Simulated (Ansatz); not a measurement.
Harmonic frequencies (cm⁻¹) at PBE0-D4/def2-TZVP from Ansatz: 44, 125, 168, 262, 376, 712, 714, 790, 814, 940, 953, 974, 986, 1125, 1157, 1178, 1314, 1392, 1423, 1474, 1490, 1514, 2200, 2206, 2257, 3000, 3033, 3056, 3135, 3140.

Each molecule was computed in one conformer, which needn't be the lowest.

(1) Which molecule is it?
A. `CO[SiH2]C`
B. `C[Si](C)(O)Cl`
C. `CCO[SiH3]`
D. `CC[SiH2]O`

Answers

(1) C.
